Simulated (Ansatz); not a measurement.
ClFGaH$_{2}$N, SMILES `[NH2][Ga]([F])[Cl]`, relaxed with RKS PBE0-D4/def2-TZVP in Ansatz from a PBE-D4/def2-SVP geometry. The force threshold is 0.005 eV/Å; the program also tests the step.

Charge 0, multiplicity 1.

Start:

```xyz
6

N     0.944    0.515    0.114
Ga   -0.582   -0.448   -0.021
F    -1.280   -1.160    1.431
Cl   -1.515   -0.933   -1.890
H     1.208    0.901    1.023
H     1.225    1.124   -0.657
```

```tsv
step	energy (eV)	largest force (eV/Å)	largest move (Å)
1	-69130.5428	0.588	0.000
2	-69130.5641	0.167	0.022
3	-69130.5666	0.061	0.013
4	-69130.5668	0.223	0.018
5	-69130.5687	0.057	0.051
6	-69130.5687	0.016	0.007
7	-69130.5687	0.001	0.004
```

End:

```xyz
6

N     0.885    0.566    0.121
Ga   -0.580   -0.452   -0.027
F    -1.270   -1.156    1.411
Cl   -1.507   -0.935   -1.868
H     1.226    0.878    1.014
H     1.246    1.100   -0.650
```

It took 34 s on 2 threads of a server CPU on a shared host, with 0.38 GiB of host memory at the peak.
